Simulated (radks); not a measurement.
All-electron atom: Tl54+ in [Ar] 3d9 (the NIST ground configuration). All-electron calculation, Dirac Kohn-Sham, BLYP, spin-unpolarised, spherical densities, finite nucleus; open shells fill j = l - 1/2 first; Fermi nuclear charge, rms radius 5.4759 fm. Program: a radial shooting solver on a logarithmic mesh with Libxc functionals.

Spin-orbit splittings of the eigenvalues, e(l+1/2) - e(l-1/2), with zeta = 2 splitting/(2l+1) and mean radii in bohr:

shell  occ.  splitting (eV)  zeta (eV)  <r> j=l-1/2  <r> j=l+1/2
2p        6            2080       1386      0.05570      0.06443
3p        6               ?          ?       0.1627       0.1772
3d        9           107.4      42.98       0.1532       0.1576

Estimate the 3p splitting.

Answer. 491.0 eV (zeta = 327.4 eV).
